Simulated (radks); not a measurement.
Excited configurations of Gd+: one electron is placed in a higher orbital outside [Xe] 4f7 5d1. The ground configuration is [Xe] 4f7 5d1 6s1. Calculated with a radial shooting solver on a logarithmic mesh with Libxc functionals: scalar-relativistic Kohn-Sham, PBE, spin-unpolarised, spherical densities, finite nucleus; Fermi nuclear charge, rms radius 5.1569 fm. Excitation = E - E(ground); binding = E(ion) - E, where the ion is the core of charge +2; n* = 2/sqrt(2 binding) in atomic units, and the quantum defect is n - n*.

outer orbital  excitation (eV)  binding (eV)     n*  quantum defect  eigenvalue (eV)  <r> (bohr)
5f                       8.540         3.559  3.910           1.090           -2.497       8.499
6p                       3.574         8.524  2.527           3.473           -6.370       4.622
6d                       7.236         4.863  3.345           2.655           -3.623       7.270
6f                       9.677         2.421  4.741           1.259           -1.814       14.49
7s                       6.495         5.603  3.117           3.883           -4.431       7.597
7p                       7.632         4.466  3.491           3.509           -3.498       9.118
7d                       9.114         2.985  4.270           2.730           -2.309       12.89
7f                      10.373         1.726  5.615           1.385           -1.349       21.85

The Delta-SCF ionisation energy is 12.099 eV (NIST Atomic Spectra Database: 12.08 eV, semi-empirical). Self-interaction in the functional shifts the binding energies and quantum defects, so they are the method's values and not measured ones. Spin polarisation and multiplet splitting are left out, so open shells lie too high by an amount that depends on their filling. Spin-orbit splitting is averaged out at the scalar-relativistic level.

Beside tabulated values, note that spin-unpolarised runs miss the spin-polarisation part of the exchange energy of open shells.
